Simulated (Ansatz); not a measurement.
Molecule: sum formula HSiO₂Cl₂, charge -1, multiplicity 1. It need not be the lowest isomer of its formula. Whether it binds its extra electron was not tested at this geometry. 
Structure (B3LYP-D3(BJ)/def2-TZVP (Ansatz, an electronic-structure program) minimum search):
```xyz
6

Si     0.4431     0.2111    -0.0764
Cl    -0.5344    -0.2335     1.7671
Cl    -1.1579    -0.0910    -1.4539
O      1.1506     1.5736    -0.1531
O      1.3846    -1.1482    -0.3188
H      2.2833    -0.8428    -0.4793
```
Charge -1, spin multiplicity 1.

Total electronic energies in hartree. Valence correlation only, unless marked. No spin-orbit coupling. No relativistic terms. CBS(X,Y): correlation extrapolated as X^-3; Hartree-Fock from the larger set.

| level | program | energy (Eh) |
|---|---|---|
| PBE-D3(BJ)/def2-TZVPD | Ansatz + dftd3 | -1360.65830 |
| PBE0-D4/def2-TZVPD | Ansatz + dftd4 | -1360.75245 |
| PBE-QIDH/def2-TZVPD | Ansatz | (withheld) |
| SCS-MP2/cc-pV(D+d)Z | Ansatz | -1359.21368 |
| CCSD/cc-pV(D+d)Z | Ansatz | -1359.27198 |
| CCSD/cc-pV(T+d)Z | Ansatz | -1359.62328 |
| CCSD(T)/STO-3G | Ansatz | -1343.19880 |
| CCSD(T)/aug-cc-pV(T+d)Z | Ansatz | -1359.70294 |
| CCSD(T)/CBS(aug-cc-pV(T+d)Z,aug-cc-pV(Q+d)Z) | Ansatz | -1359.8512 |

**Question.** What belongs in the gaps?

**Answer.** 
- PBE-QIDH/def2-TZVPD, energy (Eh): -1360.47789
